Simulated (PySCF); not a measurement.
Two species compared at the same levels of theory.

First species: C4H11BO2.
InChI=1S/C4H11BO2/c1-4(2,3)5(6)7/h6-7H,1-3H3

Second species: C5H6N2Si.
InChI=1S/C5H6N2Si/c1-2-5-3-6-4-7(5)8/h1,3-4H,8H3

Levels: B3LYP/def2-SVPD for dipole moment, HOMO energy, LUMO energy, HOMO–LUMO gap, static isotropic polarisability and electronic spatial extent ⟨r²⟩ about the centre of nuclear charge; TDDFT B3LYP/def2-SVPD for lowest singlet excitation; TDA B3LYP/def2-SVPD for lowest triplet excitation (Tamm–Dancoff); ΔSCF B3LYP/def2-SVPD for vertical ionisation energy; PBE0-D3(BJ)/def2-SVP for rotational constant A and rotational constant C. Geometries: PBE0-D3(BJ)/def2-SVP. All species are isolated and taken at one optimised geometry, non-relativistic unless stated. Electronic properties by PySCF.

Dipoles, sizes and rotational constants follow the conformer. The torsions of the flexible species, by atom-mapped SMILES:
- `[CH3:1][C:2]([CH3:3])([CH3:4])[B:5]([OH:6])[OH:7]`: C1–C2–B5–O6 -124°, H–O6–B5–C2 0°, H–O7–B5–C2 180°

Values for the first species:

| Property | Result |
| --- | --- |
| Dipole moment | 1.21 D |
| HOMO energy | -7.97 eV |
| LUMO energy | -0.22 eV |
| HOMO–LUMO gap | 7.75 eV |
| Lowest singlet excitation | 6.92 eV |
| Lowest triplet excitation (Tamm–Dancoff) | 6.82 eV |
| Static isotropic polarisability | 72.2 au |
| Vertical ionisation energy | 10.13 eV |
| Electronic spatial extent ⟨r²⟩ about the centre of nuclear charge | 820 bohr² |
| Rotational constant A | 3.177 GHz |
| Rotational constant C | 1.797 GHz |

**Question.** Estimate the same properties for the second species, and the change in each.

**Answer.** 
```csv
property,first,second,second less first
dipole moment,1.21 D,3.22 D,+2.01 D
HOMO energy,-7.97 eV,-6.40 eV,+1.57 eV
LUMO energy,-0.22 eV,-0.98 eV,-0.76 eV
HOMO–LUMO gap,7.75 eV,5.42 eV,-2.33 eV
lowest singlet excitation,6.92 eV,5.06 eV,-1.86 eV
lowest triplet excitation (Tamm–Dancoff),6.82 eV,3.48 eV,-3.34 eV
static isotropic polarisability,72.2 au,99.2 au,+27.0 au
vertical ionisation energy,10.13 eV,8.41 eV,-1.72 eV
electronic spatial extent ⟨r²⟩ about the centre of nuclear charge,820 bohr²,1110 bohr²,+290 bohr²
rotational constant A,3.177 GHz,2.167 GHz,-1.010 GHz
rotational constant C,1.797 GHz,1.022 GHz,-0.775 GHz
```

On the first: In atomic units the dipole is 0.47 e·bohr (1 au = 2.5417 D). No computed singlet falls in the visible range (750 to 380 nm, 1.65 to 3.26 eV); S1 lies 3.66 eV above its blue end.

On the second: No computed singlet falls in the visible range (750 to 380 nm, 1.65 to 3.26 eV); S1 lies 1.80 eV above its blue end. S1 lies 0.36 eV below the HOMO–LUMO gap; its leading configuration is HOMO→LUMO+1, weight 0.79.
